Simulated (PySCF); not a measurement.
# Excitation energy of Yb by level of theory

Yb [Xe] 4f14 6s2 (1S) → Yb [Xe] 4f13 6s2 6p1 (high-spin determinant), as a difference of total energies. Computed with PySCF 2.14 in ANO-RCC-VTZP, with the spin-free X2C one-electron Hamiltonian (Gaussian nucleus). Correlated levels: valence: [Kr] 4d10 frozen; valence and next inner shell: [Ar] 3d10 frozen. The calculations carry no spin-orbit coupling.

| method | excitation energy (eV) |
| --- | --- |
| UHF | 0.891 |
| LDA | 6.203 |
| PBE | 5.614 |
| PBE0 | 4.614 |
| r2SCAN | 4.764 |
| MP2 (valence) | 6.945 |
| SCS-MP2 (valence) | 6.067 |
| MP2 (valence and next inner shell) | 7.661 |
| SCS-MP2 (valence and next inner shell) | 6.638 |

**Question.** How much does correlation contribute at MP2 (valence and next inner shell)?

**Answer.** 7.661 − (0.891) = 6.770 eV, measured against UHF.

A first-order spin-orbit estimate (lowest level to lowest level, LS coupling) adds -0.488 eV.

The basis was made for the ground configuration and has no added diffuse functions, so the excitation energy can come out too high.

The determinant of the upper state mixes LS terms, which raises its energy above the lowest term, most at the Hartree-Fock and MP2 levels.
